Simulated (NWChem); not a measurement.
C2H3Br; SMILES C=CBr

Program: NWChem. Pople sets run with spherical d functions. The geometry was optimised at PBE0/def2-SVP. B3LYP is NWChem's, with the RPA form of VWN correlation.

Task: Order these by “dipole (D)”, lowest first: B3LYP/6-31G*; B3LYP/STO-3G; B3LYP/def2-TZVP; B3LYP/def2-SVP.

Result: B3LYP/STO-3G (0.95), B3LYP/def2-SVP (1.25), B3LYP/def2-TZVP (1.39), B3LYP/6-31G* (1.51)
